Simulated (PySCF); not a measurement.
## A small calculation by hand: dipole moment from atomic charges

C3HBrClF, SMILES FC=C=C(Cl)Br. Atoms are numbered in the order given.

```xyz
7

F     -3.2888     0.9456    -0.5259
C     -2.5644    -0.1068    -0.1452
C     -1.2596    -0.1570    -0.2526
C      0.0403    -0.2523    -0.3256
Cl     0.8628    -0.8921    -1.7010
Br     1.1659     0.3050     1.0779
H     -3.1728    -0.9214     0.2644
```

The structure is a stationary point at ωB97X-D3(BJ)/def2-SVP. The structure was generated by enumeration, and PubChem lists no compound with its InChIKey, so it may never have been made.

Charges (e) from PBE/def2-TZVP (PySCF):

```tsv
atom	ESP fit	IAO
F1	-0.063	-0.231
C2	-0.106	0.138
C3	0.081	-0.090
C4	-0.133	-0.109
Cl5	0.023	0.044
Br6	0.023	0.078
H7	0.175	0.171
```

The dipole moment of the full density is 1.15 D.

Q: What dipole moment does each set of point charges give, and which comes closer to that of the density?

A: 
μ = Σ q r, and 1 e Å = 4.8032 D.
ESP fit: Σ q r = (-0.137, -0.202, 0.103) e Å, |μ| = 1.27 D.
IAO: Σ q r = (0.101, -0.365, 0.214) e Å, |μ| = 2.09 D.
ESP fit comes closer in size. Point charges leave out the atoms' own dipoles (lone pairs, polarised bonds); fits to the potential absorb them, partitions of the density don't.
